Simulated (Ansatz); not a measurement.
**Energy profile**

The step: Si₂H₆O₂ ([OH][SiH]([OH])[SiH3]) → Si₂H₄O ([O][SiH][SiH3]) + H₂O (still joined by a long Si–O bond); bonds formed: O2–H4; bonds broken: O3–H4; bonds weakened to dative contacts: Si1–O2 (atoms numbered as in the saddle structure below).

Si1  (-0.653, 0.005, -0.500)
O2  (0.717, 1.025, -1.314)
O3  (-0.589, -0.892, -1.779)
H4  (0.452, 0.259, -2.010)
H5  (-1.722, 1.039, -0.330)
Si6  (0.200, -0.718, 1.561)
H7  (0.479, 1.898, -1.650)
H8  (0.424, 0.448, 2.460)
H9  (-0.789, -1.624, 2.203)
H10  (1.481, -1.442, 1.360)
(Å)

Electronic energies by CCSD(T) at an estimated basis limit (MP2 extrapolated from triple and quadruple zeta, plus CCSD(T) − MP2 in triple zeta), on PBE0-D4/def2-TZVP structures; Si2H6O2, closed shell; no counterpoise correction. Ansatz 0.2.0; basis: def2-TZVPP and def2-QZVPP; cores frozen in the correlated methods. Extrapolation: Hartree–Fock as exp(−7.88 √X), correlation as X^−2.97.

(1) Give the profile in kcal/mol, counted from the start structure. (To be estimated.)

T1 diagnostic: at most 0.021.

Answers

(1) By the calculation:
| point | kcal/mol |
| --- | --- |
| start structure | 0.00 |
| saddle | 51.83 |
| end structure | 49.62 |
| separated: Si2H4O (linked as [O][SiH][SiH3]; Si1, O3, H5, Si6, H8, H9, H10; singlet) + H2O (O2, H4, H7; singlet) | 66.96 |

For scale, one of the runs: CCSD(T)/def2-TZVPP, 230 basis functions, launched by `ansatz run in.yaml --threads 4 --pin off --events-out ev --progress --plain --max-ram 9574MiB`. Time: 30 s of wall clock on 4 CPU threads of an Intel Xeon Platinum 8488C; the host was shared. Peak host memory: 3.8 GiB.
